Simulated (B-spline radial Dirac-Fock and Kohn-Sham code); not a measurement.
# Rh²⁺: eigenvalues, ΔSCF and the reference

System: Rh²⁺ in the configuration [Kr] 4d7.

The density-functional columns are spherical, spin-unpolarised Dirac-Kohn-Sham results without Breit or QED terms: −ε is minus the orbital energy of the initial state and ΔSCF the difference of two total energies. The reference in the last column comes from Dirac-Fock (average of configuration) total-energy differences with a finite nucleus, the Breit interaction including its frequency dependence, and self-energy and vacuum-polarisation corrections. All numbers are from an atomic code on a B-spline grid, in eV; a selection of levels is shown. The Kohn-Sham columns are given as differences from the reference. For the 1s level of heavy atoms much of the gap between ΔSCF and the reference is the Breit and QED part, -68.1 eV here; for other levels the error of the functional can be larger.

| level | LDA −ε − DF | LDA ΔSCF − DF | PBE −ε − DF | PBE ΔSCF − DF | Dirac-Fock |
| --- | --- | --- | --- | --- | --- |
| 1s | -234.9 | +60.9 | -205.2 | +91.5 | 23251.8 |
| 2s | -95.5 | -44.3 | -92.2 | -41.1 | 3450.7 |
| 2p1/2 | -70.0 | -6.3 | -68.9 | -5.3 | 3180.1 |
| 2p3/2 | -71.8 | -11.3 | -71.0 | -10.5 | 3037.5 |
| 3s | -46.4 | -28.5 | -45.3 | -27.5 | 662.9 |
| 3p1/2 | -36.1 | -17.9 | -35.8 | -17.6 | 556.6 |
| 3p3/2 | -35.8 | -18.0 | -35.5 | -17.8 | 531.4 |
| 3d5/2 | -19.4 | -0.5 | -19.9 | -0.9 | 339.4 |
| 4s | -15.5 | -7.0 | -15.6 | -7.1 | 119.0 |
| 4p1/2 | -10.5 | -2.4 | -10.7 | -2.6 | 84.62 |
| 4p3/2 | -10.6 | -2.6 | -10.7 | -2.7 | 80.70 |
| 4d | -4.7 | +2.0 | -5.0 | +1.8 | 30.70 |

Values without a named source are computed, but for edge energies of neutral atoms, which are taken from tables.
